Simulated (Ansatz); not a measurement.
Z-matrix (Å, degrees):
```
In
F 1 1.984
O 1 2.035 2 97.9
O 1 2.379 2 87.4 3 -67.5
C 1 2.111 2 125.3 3 165.5
Si 1 2.817 2 82.8 3 -30.5
H 4 0.960 1 128.6 2 -40.2
H 5 1.089 1 109.5 2 -118.0
H 5 1.089 1 109.3 2 2.4
H 5 1.089 1 108.8 2 122.5
O 6 1.622 1 144.9 2 -171.9
O 6 1.631 1 107.7 2 5.6
H 11 0.958 6 116.2 1 -165.4
H 12 0.965 6 112.6 1 6.8
```

The species carries charge 0 and has multiplicity 1. In takes the def2 core potential.

List the CAM-B3LYP/def2-TZVPP orbital energies in eV (the Gaussian-basis code of Ansatz). (Best estimate.)

Ansatz gave: Occupied: -1802.21, -671.40, -523.40, -522.60, -522.41, -521.59, -279.42, -146.53, -129.48, -101.91, -101.88, -101.85, -86.21, -86.00, -85.92, -31.82, -30.72, -29.82, -29.33, -27.97, -23.43, -23.14, -23.08, -23.04, -22.78, -21.18, -17.85, -16.72, -16.15, -14.19, -13.67, -13.62, -13.50, -13.27, -12.21, -12.07, -12.04, -11.55, -11.49, -11.24, -11.01, -10.78, -10.26, -9.99. Lowest empty: -0.12, 0.44, 1.19, 1.25, 2.30, 2.53, 2.75, 3.20.
